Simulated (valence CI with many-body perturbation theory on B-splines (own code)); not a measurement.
## Gd XLIV in three bases

Computed by configuration interaction combined with many-body perturbation theory (CI+MBPT): three valence electrons over a frozen Dirac-Fock core [Ar], radial functions for each j: 7 s, 7 p, 8 d, 6 f, 4 g, 1 h, with the one-electron correlation potential Σ1, the two-electron term Σ2, the three-electron term Σ3, Breit, model QED; selected CI, second order for the rest, scaled by the run's own slope (own B-spline code, finite nucleus).

No measured spectrum was set against this ion. As an estimate, large intervals hold to a few tenths of a per cent, small ones and those within an open d or f shell to about a per cent. Only levels of the ground parity were solved; by the run's estimate the other parity begins above the list, which can be wrong where configurations are misplaced.

The reference run has the lowest level (3d3/2^3) J=3/2 and an ionisation energy of 3425.00 eV. Its largest variational space holds 4700 state functions.

Levels are named by their leading jj configuration (3d3/2^4 stands for four electrons in 3d with j = 3/2), which in mixed levels can hold well under half, so a name can repeat and another be missing. Letters in brackets count levels of one name in rising energy.

Changed runs:
A. basis 6 s, 6 p, 5 d, 5 f, 1 g
B. basis 5 s, 5 p, 4 d, 4 f

Excitation energies of the reference run in cm⁻¹, and shifts in cm⁻¹:

```csv
Level,Reference,A,B
(3d3/2^2 3d5/2) J=5/2 [a],242473,-225,-371
(3d3/2^2 3d5/2) J=3/2,288637,-37,+38
(3d3/2^2 3d5/2) J=7/2,306736,+0.6,+83
(3d3/2^2 3d5/2) J=9/2,312919,+104,+317
(3d3/2^2 3d5/2) J=1/2,322501,+60,+236
(3d3/2^2 3d5/2) J=5/2 [b],462247,+237,+524
(3d3/2 3d5/2^2) J=7/2 [a],547661,-122,-145
(3d3/2 3d5/2^2) J=9/2,574703,-77,-8.4
(3d3/2 3d5/2^2) J=3/2 [a],609269,+6.2,+60
(3d3/2 3d5/2^2) J=1/2,628166,+144,+407
(3d3/2 3d5/2^2) J=11/2,641365,+193,+582
(3d3/2 3d5/2^2) J=5/2 [a],650035,+157,+403
Ionisation energy (eV),3425.00,-0.07,-0.10
```
